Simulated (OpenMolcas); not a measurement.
# Nd+: thermal populations, worked from levels

```
Program             : OpenMolcas 26.06
Basis               : ANO-RCC-VTZP [8s7p5d3f2g1h]
Scalar Hamiltonian  : DKH2, point nucleus
Active space        : 5 electrons in 8 orbitals (4f 6s)
State averaging     : 2S+1 = 6 even, 35 roots (30 in the spin-orbit step); 2S+1 = 4 even, 136 roots kept (CI in the orbitals of an earlier block); 2S+1 = 2 even, 137 roots kept (CI in the orbitals of an earlier block, 130 in the spin-orbit step)
Spin-orbit coupling : state interaction with AMFI integrals over the reference wave functions, term energies averaged over their components
```

Methods: CASSCF; MS-CASPT2, IPEA 0.25 Eh, imaginary shift 0.1 Eh (closed shells correlated: 5s 5p). Measured levels: NIST Handbook of Basic Atomic Spectroscopic Data.

**Thermal populations.** Z = Σ (2J + 1) exp(-E/kT) with k = 0.695035 cm-1/K, over the levels below. No other level of either list lies under 4390 cm-1, which is above 7 kT at each temperature.

```tsv
Level	2J + 1	MS-CASPT2	measured
4f4 6s 6I 7/2	8	0.0	0.0
4f4 6s 6I 9/2 [59 %]	10	423	513
4f4 6s 6I 11/2 [74 %]	12	1483	1470
4f4 6s 4I 9/2(1) [59 %]	10	1530	1650
4f4 6s 6I 13/2	14	2720	2585
4f4 6s 4I 11/2(1) [74 %]	12	3020	3067
4f4 6s 6I 15/2	16	4070	3802
```

```csv
T (K),"Z, MS-CASPT2","Z, measured levels","Ground level (%), MS-CASPT2","Ground level (%), measured levels"
300,9.331,8.868,85.7,90.2
```

At 300 K, kT = 209 cm-1, and the computed levels give Z = 8.000 + 1.315 + 0.010 + 0.007 + 0.000 + 0.000 + 0.000 = 9.331.

Term energies are means over components that CASPT2 splits; among the terms shown or strongly mixed into the levels shown the widest spread is 1700 cm-1 (4f4 6s 6I, MS-CASPT2). High states are left out of the spin-orbit mixing, which shifts the levels that they would mix with. Terms from blocks run as CI alone lack orbitals of their own. Without dynamic correlation excited terms often stand tens of per cent too high (terms of higher spin than the ground term too low), and those without a measured partner can miss by more than the paired ones (holds for CASSCF). Some levels mix across a computed gap that differs much from the measured one, so their mixing is not that of the real levels (holds for CASSCF). Blocks of more than 70 roots (2S+1 = 4 even, 2 even) ran without multistate coupling (holds for MS-CASPT2). The CASPT2 spread within a term exceeds the gap to the next term for 4f4 6s 6I and 4f4 6s 4I(1), so the order of their levels is uncertain, and so are names and mixing where such terms share a J (holds for MS-CASPT2). Measured partners are found by configuration, term and J. A level has none where our copy of the source lacks it or the pairing is in doubt (some pairs that miss far off the trend of their configuration count as doubtful), and it then counts in no deviation. Only configurations of the active space appear.

A share in square brackets marks a mixed level and gives the weight of the term that names it, the lowest over the columns. A number in round brackets counts repeated terms of one configuration in the order of the reference energies.
